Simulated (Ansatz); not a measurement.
Stepwise reaction of `C[O][Zn][O]C` with hydrogen chloride, as a gas-phase model of exchange steps in deposition or etching. ΔE in kJ/mol; ΔG adds harmonic PBE0-D4 terms to CCSD(T)/CBS, at 1 bar.

Gas-phase electronic energies from Ansatz, PBE0-D4/def2-TZVP geometries. CBS: MP2 limit from def2 TZ/QZ plus the TZ coupled-cluster correction, frozen cores. This one scheme is used for every species. Functionals use def2-TZVPP. B3LYP here is the variant with VWN-RPA as its local correlation; programs differ in this. For Zn outer-core shells are correlated without core-valence functions, which leaves a few kJ/mol of doubt a bond. Scalar relativity is left out up to krypton. Each species was taken in one conformer, which may not be the lowest.

| step | reaction | PBE-D4 | B3LYP-D4 | ωB97M-V | CCSD(T)/CBS | ΔG(500 K) |
| --- | --- | --- | --- | --- | --- | --- |
| 1 | `C[O][Zn][O]C` + HCl → `C[O][Zn][Cl]` + CH₃OH | -97.3 | -101.0 | -106.6 | -106.4 | -101.2 |

Question: Give the row of step 2, `C[O][Zn][Cl]` + HCl → `[Cl][Zn][Cl]` + CH₃OH. (Estimate.)

Answer: Computed: 
| step | reaction | PBE-D4 | B3LYP-D4 | ωB97M-V | CCSD(T)/CBS | ΔG(500 K) |
| --- | --- | --- | --- | --- | --- | --- |
| 2 | `C[O][Zn][Cl]` + HCl → `[Cl][Zn][Cl]` + CH₃OH | -96.1 | -99.5 | -105.1 | -104.0 | -90.1 |

Question: By hand: ΔE of the 2 steps together at CCSD(T)/CBS.

Answer: (-106.4) + (-104.0) = -210.4 kJ/mol, or -105.2 kJ/mol a step.

In ΔE the steps differ by no more than 2.4 kJ/mol. All are downhill at CCSD(T)/CBS. ΔG lies between -101.2 and -90.1 kJ/mol a step. PBE-D4 differs from CCSD(T)/CBS by 7.9 to 9.1 kJ/mol a step. Isolated molecules leave out the surface, adducts and barriers. Largest T1 diagnostic: 0.017.
